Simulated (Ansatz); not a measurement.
`C1[CH2][AlH][CH2]1`, charge 0, multiplicity 1.

Question: Give a relaxed structure at PBE0-D4/def2-TZVP (Ansatz 0.2.0). (Estimate.)

Answer: Ansatz gave: 
```xyz
11

C    -0.6440    0.1029    0.6411
C     0.2077   -1.1758    0.3804
Al    1.2522   -0.0279   -0.8091
C    -0.3192    1.0975   -0.5137
H    -0.3367    0.5481    1.5920
H    -1.7143   -0.1120    0.7257
H     0.5927   -1.6656    1.2752
H    -0.3643   -1.9247   -0.1792
H     2.6604    0.0046   -1.5564
H    -0.2913    2.1485   -0.2248
H    -1.0433    1.0045   -1.3312
```
Point group Cs.
This is one stationary point; other conformers may exist.
